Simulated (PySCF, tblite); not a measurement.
Isomers of C5H7FO2Si. Level: GFN2-xTB in tblite, geometry and Hessian alike; calculated harmonic values, unscaled, isolated species. The method is semi-empirical: single wavenumbers can be off by several per cent or more. Modes of hydrogen on silicon can be 10 to 20 % off. One conformer each.

Electronic energies: PBE0/pcSseg-1 single points on the GFN2-xTB geometries (PySCF, gas phase).

```
                     SMILES  electronic energy, lowest = 0 (kcal/mol)
       O=C1CC([SiH2]F)=CCO1                                       0.0
   C[C@@]1(F)C=CO[SiH2]C1=O                                      33.0
O=C(O)[C@@H]1C=C(F)C[SiH2]1                                      21.8
  O=C=C(C=O)[C@H]([SiH3])CF                                      56.3
```

**Question.** How do GFN2-xTB zero-point energies change the relative energies?

**Answer.** 
| SMILES | ZPE (kcal/mol) | of it from modes above 1550 cm⁻¹ | electronic (kcal/mol) | with ZPE, lowest = 0 (kcal/mol) | lowest mode (cm⁻¹) | rings |
| --- | --- | --- | --- | --- | --- | --- |
| O=C1CC([SiH2]F)=CCO1 | 68.7 | 33.0 | 0.0 | 0.0 | 29 | 1 |
| O=C(O)[C@@H]1C=C(F)C[SiH2]1 | 67.9 | 33.7 | 21.8 | 21.0 | 29 | 1 |
| C[C@@]1(F)C=CO[SiH2]C1=O | 67.8 | 33.6 | 33.0 | 32.1 | 78 | 1 |
| O=C=C(C=O)[C@H]([SiH3])CF | 65.2 | 32.2 | 56.3 | 52.8 | 19 | 0 |

The zero-point energies span 3.5 kcal/mol, from `O=C=C(C=O)[C@H]([SiH3])CF` to `O=C1CC([SiH2]F)=CCO1`. The order is unchanged.

**Question.** And how do the electronic energies of GFN2-xTB itself compare?

**Answer.** `O=C1CC([SiH2]F)=CCO1` 0.0; `O=C(O)[C@@H]1C=C(F)C[SiH2]1` 40.2; `C[C@@]1(F)C=CO[SiH2]C1=O` 28.4; `O=C=C(C=O)[C@H]([SiH3])CF` 65.8 kcal/mol, lowest = 0. Against the energies above, taken from the same isomer `O=C1CC([SiH2]F)=CCO1`, the largest difference is 18.4 kcal/mol.

**Question.** What do entropy and thermal enthalpy add at 298.15 K and 1 bar (rigid rotor, harmonic oscillator, one conformer each)?

**Answer.** 
```csv
SMILES,point group,symmetry number,S (cal/(mol K)),H − H(0) (kcal/mol),ZPE + H − H(0) − TS (kcal/mol)
O=C1CC([SiH2]F)=CCO1,C1,1,97.2,6.50,46.2
O=C(O)[C@@H]1C=C(F)C[SiH2]1,C1,1,98.3,6.61,45.2
C[C@@]1(F)C=CO[SiH2]C1=O,C1,1,95.3,6.71,46.1
```

Not tabulated: `O=C=C(C=O)[C@H]([SiH3])CF` (lowest mode only 19 cm⁻¹).
